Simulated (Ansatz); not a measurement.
CH4ClFSeSi (`C[Se][SiH](F)Cl`), charge 0, multiplicity 1.

Problem. Give a relaxed structure at PBE0-D4/def2-TZVP (Ansatz 0.2.0). (Estimate.)

Solution. Computed: 
Z-matrix (Å, degrees):
```
C
Se 1 1.961
H 1 1.087 2 110.0
H 1 1.088 2 105.8 3 118.7
H 1 1.088 2 110.6 3 -122.9
Si 2 2.242 1 95.1 3 64.6
Cl 6 2.044 2 112.1 1 -58.3
F 6 1.588 2 107.0 1 -177.2
H 6 1.476 2 113.8 1 62.6
```
This is one stationary point; other conformers may exist.
